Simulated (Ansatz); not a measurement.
Molecule: sum formula BOCl, net charge 1, doublet state. 
Structure (B3LYP-D3(BJ)/def2-TZVP (Ansatz, a first-principles code) minimum search):
```
B
O 1 1.2835
Cl 1 1.6206 2 180.00
```
Charge +1, spin multiplicity 2.

Basis-set convergence of Hartree-Fock and MP2 correlation energies (hartree) with Ansatz. Valence correlation only, unless marked. Open shells are spin-unrestricted. No spin-orbit coupling. Non-relativistic.

```tsv
basis	functions	E(HF)	E(corr, MP2)
aug-cc-pV(D+d)Z	78	-558.75000	-0.35078
aug-cc-pV(T+d)Z	147	[?]	[?]
```

Task: What belongs in the gaps?

Result: 
- aug-cc-pV(T+d)Z, E(HF): -558.79146
- aug-cc-pV(T+d)Z, E(corr, MP2): -0.44223
